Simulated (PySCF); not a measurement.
GaI$_{3}$ (SMILES [I][Ga]([I])[I]), singlet, at a GFN2-xTB geometry (such geometries of metal compounds can be far from the true shape) (core potentials on I); PySCF with HF/def2-SVP.

The PySCF input:
```python
from pyscf import gto, scf

mol = gto.M(
    atom='''
Ga    0.00000000    0.00000000   -0.00000000
I    -2.05971396   -1.43007518   -0.04666271
I     0.01567297    2.21489414   -1.17631302
I     2.04404099   -0.78481896    1.22297573
''',
    basis='def2-svp',
    ecp={'I': 'def2-svp'},
    verbose=5,
)

mf = scf.RHF(mol)
mf.kernel()
mf.analyze()
```

The log (banner, timings and long lists left out):

```
PySCF version 2.14.0

[INPUT] verbose = 5
[INPUT] max_memory = 4000
[INPUT] num. atoms = 4
[INPUT] num. electrons = 106
[INPUT] charge = 0
[INPUT] spin (= nelec alpha-beta = 2S) = 0
[INPUT] symmetry False subgroup None
[INPUT] Mole.unit = angstrom
[INPUT] Symbol           X                Y                Z      unit          X                Y                Z       unit  Magmom
[...]
[INPUT] ---------------- BASIS SET ----------------
[INPUT] l, kappa, [nprim/nctr], expnt,             c_1 c_2 ...
[INPUT] Ga
[...]
                                13189.496402      0.010938894097
                                3000.9482141      0.054308200127
                                847.38425966      0.18951055983
                                276.00980642      0.38615185918
                                95.216672071      0.30051082719
[...]
                                21.827051433      0.64831322918
                                9.0026963761      0.44358383594
[...]
                                2.6707724878      0.72946861516
                                1.125283417       0.46214976951
[...]
                                275.38062789      0.068456273343
                                87.37507307       0.26922293888
                                31.59725467       0.53507897882
                                11.824122798      0.3527906276
[...]
                                2.519985324       0.56871947608
                                1.0169726306      0.27717694939
[...]
                                18.504656747      0.15099463976
                                6.3179620632      0.37485328545
                                2.1641389426      0.47510606851
[...]
[INPUT] I
[...]
                                23.336842412      -0.14989397324
                                19.583446104      0.36436474913
                                8.5112089186      -0.75538138199
                                2.1996161861      0.82816359356
                                1.0668970454      0.4216104811
[...]
                                1.7625986449      0.35271525193
[...]
                                10.558754576      -0.3837037278
                                1.5015895485      0.83554174719
                                0.64597173095     0.16787259488
[...]
                                15.616239482      -0.0050768108881
                                4.5266002139      0.29151065356
                                2.0529808766      0.51145783605
                                0.87640281623     0.31232025297
[...]
nuclear repulsion = 718.994544536835
number of shells = 42
number of NR pGTOs = 257
number of NR cGTOs = 110
basis = def2-svp
ecp = {'I': 'def2-svp'}

******** <class 'pyscf.scf.hf.RHF'> ********
method = RHF
initial guess = minao
damping factor = 0
level_shift factor = 0
DIIS = <class 'pyscf.scf.diis.CDIIS'>
diis_start_cycle = 1
diis_space = 8
diis_damp = 0
SCF conv_tol = 1e-09
SCF conv_tol_grad = None
SCF max_cycles = 50
direct_scf = True
direct_scf_tol = 1e-13
Set gradient conv threshold to 3.16228e-05
Initial guess from minao.
Density of valence part of ANO basis will be used as initial guess for I
E1 = -5395.94414717233  E2 = 1961.1728932219314  Ecoul = 2085.8382188324217  Exc = -124.6653256104903
init E= -2715.77670941356
cond(S) = 248.8244936058361
[...]
  mo_energy =
[-3.79792642e+02 -4.91664738e+01 -4.35049495e+01 -4.35049495e+01
 -4.35041015e+01 -1.01726205e+01 -1.01724027e+01 -1.01724027e+01
 -8.00147420e+00 -8.00140854e+00 -8.00140854e+00 -7.99738943e+00
 -7.99738943e+00 -7.99738278e+00 -7.99677621e+00 -7.99672040e+00
 -7.99672040e+00 -7.43101878e+00 -5.51885524e+00 -5.51885524e+00
 -5.50638570e+00 -4.67011142e+00 -4.67011142e+00 -4.66996911e+00
 -4.66834825e+00 -4.66834825e+00 -4.66743047e+00 -4.66743047e+00
 -4.66733288e+00 -4.66731797e+00 -4.66399239e+00 -4.66397129e+00
 -4.66397129e+00 -4.66394114e+00 -4.66393422e+00 -4.66393422e+00
[...]
converged SCF energy = -2813.13671458437
Total Energy =                       -2813.136714584370566
[...]
1 I 4dz^2        0.00009   0.00022  -0.00001   0.00001   0.00001
1 I 4dxz        -0.00005  -0.00045  -0.00002  -0.00003  -0.00001
1 I 4dx2-y2     -0.00019   0.00005   0.00000   0.00000  -0.00000
1 I 5dxy        -0.00298  -0.00512   0.00012   0.00236   0.00492
1 I 5dyz        -0.00487  -0.00080   0.01212   0.01689  -0.00508
1 I 5dz^2       -0.00372   0.00583  -0.00066  -0.00271  -0.00780
1 I 5dxz        -0.00184  -0.01153   0.00698   0.01385   0.01124
1 I 5dx2-y2     -0.00430   0.00079   0.01186   0.01668  -0.00872
2 I 4s           0.00156  -0.00160   0.18905  -0.18904  -0.18901
2 I 5s           0.00428  -0.00463   0.06588  -0.06336  -0.06335
2 I 6s           0.01181  -0.01269   0.22869  -0.21832  -0.21696
2 I 7s          -0.00580   0.00628   0.47981  -0.48280  -0.48314
2 I 4px          0.21769  -0.30098  -0.00047   0.00110   0.00073
2 I 4py          0.10341   0.09172  -0.00001  -0.00054   0.00056
2 I 4pz         -0.43705   0.43143   0.00082  -0.00141  -0.00159
2 I 5px          0.02935  -0.04095  -0.00014   0.00019  -0.00011
2 I 5py         -0.05175  -0.04597   0.00000   0.00051  -0.00052
2 I 5pz          0.21787  -0.21499  -0.00046   0.00084   0.00100
2 I 6px          0.01235  -0.01485  -0.01841   0.02638   0.01232
2 I 6py          0.01784   0.01539   0.00100   0.02325  -0.02380
2 I 6pz          0.06521  -0.06394   0.04334  -0.04831  -0.05720
2 I 7px         -0.00228   0.00068   0.02831  -0.04288  -0.02477
2 I 7py          0.02105   0.01935  -0.00071  -0.01975   0.02022
2 I 7pz         -0.09266   0.09225   0.02792  -0.02850  -0.03575
2 I 4dxy        -0.00024   0.00046   0.00004  -0.00005  -0.00004
2 I 4dyz        -0.00022   0.00013   0.00000  -0.00001  -0.00002
2 I 4dz^2       -0.00006  -0.00028   0.00001   0.00001  -0.00000
2 I 4dxz        -0.00020   0.00018   0.00005  -0.00004  -0.00004
2 I 4dx2-y2     -0.00018  -0.00017  -0.00000  -0.00001   0.00000
2 I 5dxy        -0.00406   0.00819  -0.01504   0.01771   0.01351
2 I 5dyz        -0.00197  -0.00272  -0.00436   0.00100   0.00732
2 I 5dz^2       -0.00647  -0.00208  -0.00004  -0.00574   0.00628
2 I 5dxz        -0.00929   0.00754  -0.01459   0.01375   0.01747
2 I 5dx2-y2     -0.00277  -0.00383  -0.00035  -0.00776   0.00783
3 I 4s           0.00067   0.00213   0.18905  -0.06917   0.25822
3 I 5s           0.00175   0.00604   0.06588  -0.02318   0.08654
3 I 6s           0.00491   0.01636   0.22887  -0.07998   0.29678
3 I 7s          -0.00237  -0.00811   0.47974  -0.17663   0.65995
3 I 4px          0.06848   0.37918  -0.00049   0.00057  -0.00124
3 I 4py         -0.22911  -0.52266   0.00076  -0.00013   0.00199
3 I 4pz         -0.05529   0.24356  -0.00029   0.00086  -0.00055
3 I 5px         -0.00909  -0.05145   0.00014  -0.00020   0.00000
3 I 5py          0.11434   0.26044  -0.00043  -0.00005  -0.00125
3 I 5pz          0.02783  -0.12151   0.00016  -0.00074   0.00028
3 I 6px         -0.00473  -0.01941   0.01899  -0.01600   0.02536
3 I 6py         -0.03536  -0.07785  -0.04030   0.00138  -0.07124
3 I 6pz          0.01096  -0.03683  -0.01505   0.03500  -0.01857
3 I 7px          0.00169   0.00151  -0.02949   0.02405  -0.04533
3 I 7py         -0.04804  -0.11117   0.02579   0.00307   0.04446
3 I 7pz         -0.01105   0.05202  -0.00958   0.02813  -0.00947
3 I 4dxy        -0.00017   0.00039  -0.00001   0.00002  -0.00002
3 I 4dyz        -0.00013  -0.00021   0.00000   0.00000   0.00002
3 I 4dz^2       -0.00010  -0.00042   0.00004  -0.00002   0.00006
3 I 4dxz         0.00036   0.00011  -0.00003  -0.00000  -0.00004
3 I 4dx2-y2     -0.00014   0.00013   0.00000  -0.00001   0.00000
3 I 5dxy         0.00638  -0.00281  -0.00587   0.01086  -0.00551
3 I 5dyz         0.00262  -0.00180   0.00383   0.00245   0.00605
3 I 5dz^2       -0.00282  -0.00895  -0.01471   0.00481  -0.02083
3 I 5dxz         0.01078   0.00514   0.01090   0.00762   0.01852
3 I 5dx2-y2     -0.00183   0.00499   0.00589  -0.00911   0.00742
Dipole moment(X, Y, Z, Debye):  0.00000,  0.00000,  0.00000
```
